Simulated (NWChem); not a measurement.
System: C2H4ClFSi; SMILES C=C(Cl)[SiH2]F

The following NWChem deck was run.

```
start job
memory heap 200 mb stack 900 mb global 1100 mb
geometry units angstroms noautosym nocenter noautoz
  C     -1.767883     0.386248     0.000000
  C     -0.434417     0.413861     0.000000
  Cl     0.453517     1.917502     0.000000
  Si     0.683968    -1.084264     0.000000
  F     -0.278331    -2.396850     0.000000
  H     -2.279555    -0.580471     0.000000
  H     -2.374343     1.296767     0.000000
  H      1.523775    -1.105541    -1.226504
  H      1.523775    -1.105541     1.226504
end
basis spherical
  * library def2-svp
end
dft
  xc pbe0
  iterations 150
end
cosmo
  do_cosmo_smd true
  solvent water
end
task dft energy
```

NWChem printed, in part:

```
             Northwest Computational Chemistry Package (NWChem) 7.3.0
             --------------------------------------------------------

                             Geometry "geometry" -> ""
                             -------------------------

 Output coordinates in angstroms (scale by  1.889725989 to convert to a.u.)

  No.       Tag          Charge          X              Y              Z
 ---- ---------------- ---------- -------------- -------------- --------------
    1 C                    6.0000    -1.76788300     0.38624800     0.00000000
    2 C                    6.0000    -0.43441700     0.41386100     0.00000000
    3 Cl                  17.0000     0.45351700     1.91750200     0.00000000
    4 Si                  14.0000     0.68396800    -1.08426400     0.00000000
    5 F                    9.0000    -0.27833100    -2.39685000     0.00000000
    6 H                    1.0000    -2.27955500    -0.58047100     0.00000000
    7 H                    1.0000    -2.37434300     1.29676700     0.00000000
    8 H                    1.0000     1.52377500    -1.10554100    -1.22650400
    9 H                    1.0000     1.52377500    -1.10554100     1.22650400

 Effective nuclear repulsion energy (a.u.)     270.5453472935

                                 NWChem DFT Module
                                 -----------------

 Summary of "ao basis" -> "ao basis" (spherical)
 ------------------------------------------------------------------------------
       Tag                 Description            Shells   Functions and Types
 ---------------- ------------------------------  ------  ---------------------
 C                          def2-svp                 6       14   3s2p1d
 Cl                         def2-svp                 8       18   4s3p1d
 Si                         def2-svp                 8       18   4s3p1d
 F                          def2-svp                 6       14   3s2p1d
 H                          def2-svp                 3        5   2s1p

 in cosmo_initialize ...
 calling solv_data for solv:h2o

 solvent parameters
 solvname_short: h2o
 solvname_long:  water
 dielec:       78.4000
 dielecinf:     1.7769
 aqueous SMD model solvent descriptors
 dielec:       78.4000
 sola:          0.8200

          ---------------
          -cosmo- solvent
          ---------------
 Cosmo: York-Karplus, doi: 10.1021/jp992097l
 dielectric constant -eps-     =  78.40
 screen = (eps-1)/(eps    )    =   0.98724
 surface charge correction     = lagrangian

   van der Waals surface
 --------------------------

 ---------- ATOMIC COORDINATES (A.U.) ------------ VDWR(ANG.) --
     1   -3.34081445    0.72990288    0.00000000     1.850
     2   -0.82092909    0.78208389    0.00000000     1.850
     3    0.85702286    3.62355336    0.00000000     2.380
     4    1.29251210   -2.04896186    0.00000000     2.470
     5   -0.52596932   -4.52938974    0.00000000     1.730
     6   -4.30773433   -1.09693113    0.00000000     1.200
     7   -4.48685767    2.45053430    0.00000000     1.200
     8    2.87951722   -2.08916956   -2.31775648     1.200
     9    2.87951722   -2.08916956    2.31775648     1.200
 number of segments per atom =        128
 number of   points per atom =        128
 atom (   nspa,  nppa )
 ----------------------
    1 (     58,     0 )       0
    2 (     12,     0 )       0
    3 (     92,     0 )       0
    4 (     76,     0 )       0
    5 (     64,     0 )       0
    6 (     50,     0 )       0
    7 (     52,     0 )       0
    8 (     32,     0 )       0
    9 (     32,     0 )       0
 number of -cosmo- surface points =      468
 molecular surface =    145.921 angstrom**2
 molecular volume  =    133.832 angstrom**3
 -lineq- algorithm             =   0
 -bem- low  level              =   3
 -bem- from -octahedral-
 gaussian surface charge width =   4.50000
 degree of switching           =   1.00000
 switching function tolerance  =   0.00010
 atomic radii =
 --------------
    1  6.000  1.850
    2  6.000  1.850
    3 17.000  2.380
    4 14.000  2.470
    5  9.000  1.730
    6  1.000  1.200
    7  1.000  1.200
    8  1.000  1.200
    9  1.000  1.200
 ...... end of -cosmo- initialization ......

[...]

                                COSMO-SMD solvation results
                                ---------------------------

             internal energy in gas <Psi(g)|H|Psi(g)> =      -927.347626818482
         internal energy in solvent <Psi(s)|H|Psi(s)> =      -927.347176181052
                               delta internal energy  =         0.000450637430 (    0.28 kcal/mol)
   total free energy in solvent <Psi(s)|H+V/2|Psi(s)> =      -927.351691281129
 polarization energy contribution <Psi(s)|V/2|Psi(s)> =        -0.004515100077 (   -2.83 kcal/mol)
    total free energy in solvent including G(SMD-CDS) =      -927.345204048947
                       G(SMD-CDS) energy contribution =         0.006487232182 (    4.07 kcal/mol)
     1 M fixed-concentration free energy of solvation =         0.002422769535 (    1.52 kcal/mol)

                       DFT Final Molecular Orbital Analysis
                       ------------------------------------

 Vector   26  Occ=2.000000D+00  E=-3.506752D-01
              MO Center=  9.8D-01, -6.6D-01, -8.6D-09, r^2= 3.7D+00
   Bfn.  Coefficient  Atom+Function         Bfn.  Coefficient  Atom+Function
  ----- ------------  ---------------      ----- ------------  ---------------
    89      0.294316  8 H  s                 94     -0.294316  9 H  s
    41      0.272365  3 Cl pz                56     -0.255074  4 Si pz
    70     -0.227811  5 F  pz                38      0.204043  3 Cl pz
    90      0.189195  8 H  s                 95     -0.189195  9 H  s
    73      0.170131  5 F  pz                53      0.136177  4 Si pz

 Vector   27  Occ=2.000000D+00  E=-3.194264D-01
              MO Center=  2.4D-01,  1.1D+00, -4.0D-10, r^2= 2.9D+00
   Bfn.  Coefficient  Atom+Function         Bfn.  Coefficient  Atom+Function
  ----- ------------  ---------------      ----- ------------  ---------------
    39      0.415377  3 Cl px                40     -0.367338  3 Cl py
    36      0.296814  3 Cl px                37     -0.260431  3 Cl py
    19      0.187514  2 C  py                18     -0.186195  2 C  px
    17     -0.175051  2 C  s                 33      0.172040  3 Cl px
    34     -0.150411  3 Cl py                 4      0.141136  1 C  px

 Vector   28  Occ=2.000000D+00  E=-2.821554D-01
              MO Center= -5.8D-01,  8.5D-01, -4.3D-10, r^2= 2.9D+00
   Bfn.  Coefficient  Atom+Function         Bfn.  Coefficient  Atom+Function
  ----- ------------  ---------------      ----- ------------  ---------------
    41      0.434036  3 Cl pz                 6     -0.366501  1 C  pz
    20     -0.313716  2 C  pz                38      0.293454  3 Cl pz
     9     -0.257751  1 C  pz                23     -0.204077  2 C  pz
    35      0.169733  3 Cl pz                90     -0.079535  8 H  s
    95      0.079535  9 H  s                 89     -0.066102  8 H  s

 Vector   29  Occ=0.000000D+00  E=-2.244780D-02
              MO Center= -9.2D-01,  3.0D-01, -4.2D-11, r^2= 2.9D+00
   Bfn.  Coefficient  Atom+Function         Bfn.  Coefficient  Atom+Function
  ----- ------------  ---------------      ----- ------------  ---------------
     9      0.607664  1 C  pz                23     -0.545140  2 C  pz
     6      0.423055  1 C  pz                20     -0.380477  2 C  pz
    90     -0.232235  8 H  s                 95      0.232235  9 H  s
    59     -0.227887  4 Si pz                41      0.215330  3 Cl pz
    38      0.097523  3 Cl pz                89     -0.086724  8 H  s

 Vector   30  Occ=0.000000D+00  E= 1.753134D-02
              MO Center=  4.8D-01, -6.1D-01, -1.2D-09, r^2= 4.1D+00
   Bfn.  Coefficient  Atom+Function         Bfn.  Coefficient  Atom+Function
  ----- ------------  ---------------      ----- ------------  ---------------
    58      0.770127  4 Si py                57      0.473126  4 Si px
    67      0.411796  5 F  s                 40      0.370672  3 Cl py
     3      0.359679  1 C  s                 22      0.261373  2 C  py
    85     -0.262180  7 H  s                 55      0.206843  4 Si py
    32     -0.197727  3 Cl s                 31     -0.191883  3 Cl s

 Vector   31  Occ=0.000000D+00  E= 5.525055D-02
              MO Center=  2.9D-01,  3.6D-01,  3.8D-10, r^2= 4.7D+00
   Bfn.  Coefficient  Atom+Function         Bfn.  Coefficient  Atom+Function
  ----- ------------  ---------------      ----- ------------  ---------------
    17      1.400434  2 C  s                 58     -0.925458  4 Si py
    50     -0.608756  4 Si s                 40      0.595605  3 Cl py
    32     -0.550511  3 Cl s                 21      0.469924  2 C  px
    39      0.410542  3 Cl px                85     -0.378042  7 H  s
    16      0.330849  2 C  s                 80      0.332269  6 H  s

     Multipole analysis of the density
     ---------------------------------

     L   x y z        total         alpha         beta         nuclear
     -   - - -        -----         -----         ----         -------
     0   0 0 0     -0.000000    -28.000000    -28.000000     56.000000

     1   1 0 0     -0.231942     -0.078379     -0.078379     -0.075185
     1   0 1 0      0.101363      0.851872      0.851872     -1.602382
     1   0 0 1      0.000000      0.000000      0.000000      0.000000

     2   2 0 0    -28.739379    -96.692599    -96.692599    164.645819
     2   1 1 0     -1.906089     -1.139535     -1.139535      0.372982
     2   1 0 1     -0.000000     -0.000000     -0.000000      0.000000
     2   0 2 0    -35.491554   -262.460900   -262.460900    489.430246
     2   0 1 1     -0.000000     -0.000000     -0.000000      0.000000
     2   0 0 2    -32.845764    -21.794877    -21.794877     10.743990
```

Level: PBE0/def2-SVP, SMD on the gas-phase geometry. Structure relaxed at the PBE0/def2-SVP level. Solvent: water.
